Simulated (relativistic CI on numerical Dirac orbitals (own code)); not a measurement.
## Co⁴⁺ in a cubic cluster: 3s photoemission with charge transfer

Computed with a charge-transfer multiplet model of a cubic metal-ligand cluster with up to 3 ligand holes, Slater and spin-orbit integrals from Dirac-Coulomb-Breit ions, Slater integrals scaled by 0.7. The parameters are those of a tetrahedral site (10Dq negative, t2 hopping the larger). The ground state mixes d5 with configurations of k ligand holes L, whose averages lie at kΔ + k(k − 1)U_dd/2; a core hole lowers each added d electron by U_cd. 300 K, Lorentzian 1.4 eV and Gaussian 0.8 eV FWHM.

Atomic integrals in eV (Slater integrals scaled, ζ unscaled), ground: F2dd 9.508, F4dd 5.971, zeta_d 0.080; with the core hole: F2dd 10.152, F4dd 6.404, zeta_d 0.090, G2cd 9.806.

Cluster parameters (eV): Δ = -0.7, U_dd = 6.3, 10Dq = -0.35, 10Dq(ligand) = 0, V(eg) = 1.85, V(t2g) = -3.15, final-state hopping factor = 1.

```csv
Case,n_d,d5,d6L,d7L2,d8L3,S
U_cd = 6.8 eV,5.80,0.35,0.50,0.14,0.01,2.49
U_cd = 7.4 eV,5.80,0.35,0.50,0.14,0.01,2.49
U_cd = 8.6 eV,5.80,0.35,0.50,0.14,0.01,2.49
```

Weights, n_d and S are thermal averages at 300 K. Binding energies count from the first peak over 30 % of the highest in each spectrum, which can be another peak from case to case. The parameters are a model scan and need not match a compound or its usual spin state. Peaks in eV (height, largest 100):
- U_cd = 6.8 eV: 0.0 (100), 3.9 (18), 9.4 (53), 13.2 (8), 19.0 (18)
- U_cd = 7.4 eV: 0.0 (100), 3.8 (19), 9.4 (53), 13.1 (9), 18.9 (21)
- U_cd = 8.6 eV: 0.0 (100), 3.6 (21), 9.2 (49), 18.9 (27)

Curve for U_cd = 7.4 eV (points under 2 left out, the grid thinned):

E (eV), Intensity and a bar:
```
     -3.1        6.3 #
     -2.4       10.1 ###
     -1.8       17.0 #####
     -1.1       37.9 ###########
     -0.5       77.0 ########################
      0.2       96.6 ##############################
      0.8       57.8 ##################
      1.5       25.6 #######
      2.1       15.8 ####
      2.8       13.6 ####
      3.4       16.9 #####
      4.1       17.7 #####
      4.7       12.1 ###
      5.4        8.6 ##
      6.0        9.0 ##
      6.7       12.5 ###
      7.3       16.8 #####
      8.0       22.8 #######
      8.6       36.1 ###########
      9.3       52.4 ################
      9.9       46.1 ##############
     10.6       27.8 ########
     11.3       15.9 ####
     11.9       11.2 ###
     12.6        9.3 ##
     13.2        9.3 ##
     13.9        7.3 ##
     14.5        4.9 #
     15.2        3.6 
     15.8        3.5 
     16.5        4.1 #
     17.1        5.7 #
     17.8       10.3 ###
     18.4       17.2 #####
     19.1       20.7 ######
     19.7       14.1 ####
     20.4        7.2 ##
     21.0        5.0 #
     21.7        3.9 #
     22.3        2.9 
     26.6        2.1 
     27.2        2.5 
     27.9        2.7 
     28.5        2.8 
     29.2        2.0
```

For the case U_cd = 7.4 eV, Δ = -0.7 eV is smaller than U_dd = 6.3 eV, the charge-transfer side of the Zaanen-Sawatzky-Allen scheme (negative Δ: between configuration averages a ligand hole costs less than the nominal valence; multiplet and field energies can change this for the lowest states). With the core hole the configuration with one ligand hole lies at Δ − U_cd = -7.5, -8.1, -9.3 eV from the one without, in the order of the table; where this is negative the screened configuration lies lower.

Without intra-shell correlation the exchange splitting of the 3s hole comes out too large.
